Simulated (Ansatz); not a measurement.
Computed with Ansatz on PBE0-D4/def2-TZVP structures; ΔE is electronic, products minus reactants. CCSD(T)/CBS adds triple-zeta CCSD(T) − MP2 to the extrapolated MP2 energy (def2 sets, frozen cores). This one scheme is used for every species. One conformer a species, not always the lowest.

Consider the redistribution: `N[SiH](O)[Si](N)(O)O` + `N[SiH](O)F` → `N[Si](O)(O)F` + `N[Si@H](O)[Si@H](N)O`.

`N[SiH](O)[Si](N)(O)O`:

```xyz
15

N    -2.260   -0.024   -0.635
Si   -0.685   -0.629   -0.892
O     0.086   -0.194   -2.309
Si    0.793    0.319    0.657
N     1.293   -0.513    2.062
O    -0.021    1.673    1.130
O     2.200    0.594   -0.150
H    -3.096   -0.455   -0.989
H    -2.407    0.921   -0.321
H    -0.839   -2.114   -0.907
H    -0.269   -0.520   -3.138
H     2.060   -1.163    2.016
H     0.643   -0.745    2.793
H     0.417    2.220    1.787
H     2.086    0.630   -1.105
```

`N[SiH](O)F`:

Cartesian coordinates in Å:
```
N 1.167 -0.201 0.072
Si -0.438 0.133 -0.376
O -1.466 -0.279 0.818
F -0.446 1.700 -0.677
H 1.929 0.326 -0.323
H 1.455 -1.124 0.351
H -0.977 -0.535 -1.574
H -1.224 -0.021 1.709
```

`N[Si](O)(O)F`:

Cartesian coordinates in Å:
```
N -1.244 0.193 0.575
Si 0.198 0.091 -0.293
O 0.475 -1.503 -0.488
O 1.380 0.928 0.454
F 0.178 0.755 -1.742
H -1.577 1.068 0.940
H -1.989 -0.464 0.414
H 1.027 -1.763 -1.226
H 1.553 0.693 1.366
```

`N[Si@H](O)[Si@H](N)O`:

Z-matrix (Å, degrees):
```
Si
O 1 1.658
Si 1 2.349 2 111.2
N 1 1.715 2 117.0 3 -118.2
H 1 1.482 2 102.3 3 124.4
H 2 0.958 1 117.1 3 47.1
N 3 1.721 1 107.0 2 -126.9
O 3 1.656 1 106.4 2 107.0
H 3 1.495 1 114.5 2 -12.9
H 4 1.008 1 119.8 2 86.1
H 4 1.007 1 122.4 2 -64.9
H 7 1.008 3 119.8 1 -53.6
H 7 1.008 3 121.4 1 159.3
H 8 0.959 3 117.8 1 -170.0
```

| species | CCSD(T)/CBS(def2) energy (Eh) |
| --- | --- |
| `N[SiH](O)[Si](N)(O)O` | -918.13781 |
| `N[SiH](O)F` | -521.31725 |
| `N[Si](O)(O)F` | -596.55827 |
| `N[Si@H](O)[Si@H](N)O` | -842.89431 |

(1) Work out ΔE.

Largest T1 diagnostic among the species: 0.012.

## Answers

(1) ΔE = (-596.55827) + (-842.89431) − (-918.13781) − (-521.31725) = 0.00248 Eh = +1.6 kcal/mol.
